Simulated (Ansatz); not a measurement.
`C=C[SiH2]BF` + CH₃NH₂ → `CNBF` + `C=C[SiH3]`  (cleavage of the B–Si bond)

Gas-phase electronic energies from Ansatz, PBE0-D4/def2-TZVP geometries. CCSD(T)/CBS adds triple-zeta CCSD(T) − MP2 to the extrapolated MP2 energy (def2 sets, frozen cores). This one scheme is used for every species. DFT in def2-TZVPP. B3LYP here is the variant with VWN-RPA as its local correlation; programs differ in this. HSE06 is defined as in plane-wave codes. Each species was taken in one conformer, which may not be the lowest.

```csv
level,ΔE (kcal/mol),difference from CCSD(T)/CBS
LDA (SPW92),-43.7,-2.3
PBE-D4,-40.0,1.4
revPBE-D4,-39.4,2.0
BLYP-D4,-41.5,-0.1
r2SCAN-D4,-42.2,-0.8
B97M-V,-41.9,-0.5
PBE0-D4,-40.9,0.5
B3LYP-D4,-42.3,-0.9
r2SCAN0-D4,-42.7,-1.3
HSE06-D4,-40.9,0.5
BHLYP-D4,-43.2,-1.8
CAM-B3LYP-D4,-43.5,-2.1
ωB97X-V,-41.2,0.2
ωB97M-V,-42.7,-1.3
B2PLYP,-43.0,-1.6
PBE-QIDH,-42.4,-1.0
PBE,-40.2,1.2
revPBE,-39.1,2.3
BLYP,-41.8,-0.4
r2SCAN,-42.3,-0.9
PBE0,-41.1,0.3
B3LYP,-42.7,-1.3
r2SCANh,-42.5,-1.1
HSE06,-41.1,0.3
BHLYP,-43.8,-2.4
CAM-B3LYP,-43.8,-2.4
RPA@PBE/def2-TZVPP,-40.6,0.8
HF/def2-SVP,-46.4,-5.0
MP2/def2-SVP,-47.4,-6.0
CCSD/def2-SVP,-45.6,-4.2
CCSD(T)/def2-SVP,-45.6,-4.2
HF/def2-TZVPP,-43.8,-2.4
MP2/def2-TZVPP,-43.5,-2.1
SCS-MP2/def2-TZVPP,-43.1,-1.7
CCSD/def2-TZVPP,-42.0,-0.6
HF/def2-QZVPP,-43.8,-2.4
MP2/def2-QZVPP,-43.3,-1.9
SCS-MP2/def2-QZVPP,-42.9,-1.5
HF/CBS(def2),-43.8,-2.4
CCSD/CBS(def2),-41.6,-0.2
CCSD(T)/CBS,-41.4,0
```

(1) What do rigid-rotor, harmonic-oscillator terms from PBE0-D4/def2-TZVP frequencies (298.15 K, 1 bar) make of the CCSD(T)/CBS value? (An estimate is asked.)

Largest T1 diagnostic among the species: 0.014.

Answers

(1) The calculation gave: ΔZPE = -0.4 kcal/mol, ΔH = -42.3 kcal/mol, ΔS = -16 J/(mol·K), ΔG = -41.2 kcal/mol.

At CCSD(T), def2-SVP lies −4.2 kcal/mol from the extrapolated value and def2-TZVPP −0.4 kcal/mol. Leaving LDA and LC-ωPBE aside and taking each functional with its dispersion term where it has one, the values spread over 4.0 kcal/mol, from CAM-B3LYP-D4 to revPBE-D4. LDA lies −3.5 kcal/mol from PBE without D4. From BLYP to BHLYP (50 % exact exchange), in def2-TZVPP and without D4, ΔE moves by −2.0 kcal/mol.

CCSD(T)/CBS has its own doubt, a few kJ/mol and more with outer-core shells, so smaller differences from it don't rank the levels.
